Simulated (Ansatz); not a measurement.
Two isomers of CH8FNSi2: A = `N[SiH](F)C[SiH3]`, B = `N[SiH2]C(F)[SiH3]`.

Program: Ansatz. Geometries: PBE0-D4/def2-TZVP. ΔE: electronic, gas phase. CCSD(T)/CBS is the MP2 limit (def2-TZVPP, def2-QZVPP) plus CCSD(T) − MP2 in def2-TZVPP, frozen cores. Functionals use def2-TZVPP. B3LYP here is the variant with VWN-RPA as its local correlation; programs differ in this. Each species was taken in one conformer, which may not be the lowest.

(1) Which is lower in electronic energy at CCSD(T)/CBS, and by how much? (An estimate is asked.)

(2) Give E(B) − E(A) in kcal/mol with CCSD(T)/def2-TZVPP, PBE0-D4, CCSD/def2-TZVPP, ωB97M-V, B3LYP, r2SCAN-D4, HF/def2-TZVPP. (An estimate is asked.)

Largest T1 diagnostic: 0.012.

Answers

(1) Computed: A, by 70.6 kcal/mol.

(2) Ansatz gave: CCSD(T)/def2-TZVPP 70.0, PBE0-D4 67.7, CCSD/def2-TZVPP 70.4, ωB97M-V 69.0, B3LYP 67.0, r2SCAN-D4 69.1, HF/def2-TZVPP 70.4. None reverses the order clearly.

From PBE to PBE0 (25 % exact exchange), in def2-TZVPP and without D4, E(B) − E(A) moves by +2.8 kcal/mol.
